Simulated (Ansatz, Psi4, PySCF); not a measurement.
O₂Si, triplet, geometry from GFN2-xTB (a higher spin typed on purpose: for a closed-shell molecule this is an excited state). Base run: PBE/6-311G** (PySCF).

The PySCF input:
```python
from pyscf import gto, scf, dft

mol = gto.Mole()
mol.atom = '''
    O    -1.252095    0.438580   -0.246412
    Si   -0.035404   -0.368871    0.270178
    O     1.314051    0.206944   -0.226399
'''
mol.basis = '6-311g**'
mol.charge = 0
mol.spin = 2
mol.verbose = 3
mol.build()

mf = dft.UKS(mol)
mf.xc = 'pbe'
mf.kernel()
```

The same geometry, method and basis name were run in Ansatz (an electronic-structure program) and Psi4 and PySCF, at each program's defaults and at the settings that a row names. The base is PySCF at its defaults. Differences at the defaults can come from grids, fitting, cores and function types together.

```tsv
code and settings	ΔE vs base (mEh)	basis functions	E (Eh)	SCF cycles	dipole (D)
PySCF, defaults (exact integrals, its default grid, spherical functions)	0.000	62	-439.61317	11	2.35
Psi4, defaults (density fitting with its default set, its default grid, spherical functions)	-0.023	62	-439.61319	10	2.35
Ansatz, defaults (factorised integrals, its default grid, Cartesian functions)	-0.581	63	-439.61375	-	-
PySCF, density fitting with def2-universal-jkfit	-0.049	62	-439.61322	11	2.35
PySCF, fine grid	0.000	62	-439.61317	11	2.35
Psi4, exact integrals, spherical functions, fine grid	0.001	62	-439.61317	13	2.35
Ansatz, high accuracy, Cartesian functions as the basis file defines them	-0.580	63	-439.61375	-	-
```

Open shells are given as the SCF converged; they aren't shown to be the lowest states, and a large step between rows can be another state.
